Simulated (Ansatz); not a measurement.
Task: Name a neutral molecule of C, Si and H with HOMO–LUMO gap (PBE/def2-TZVPP) between 4.80 and 5.10 eV and LUMO energy (PBE/def2-TZVPP) between -1.70 and -1.40 eV (Ansatz, PBE0-D4/def2-TZVP geometry).

Result: `CC1=C[SiH2][SiH2]1` (5.01 eV, -1.49 eV); `C=C([SiH3])C[SiH3]` (4.87 eV, -1.43 eV). Other molecules can fit too; these were computed, each in one conformer that needn't be the lowest.
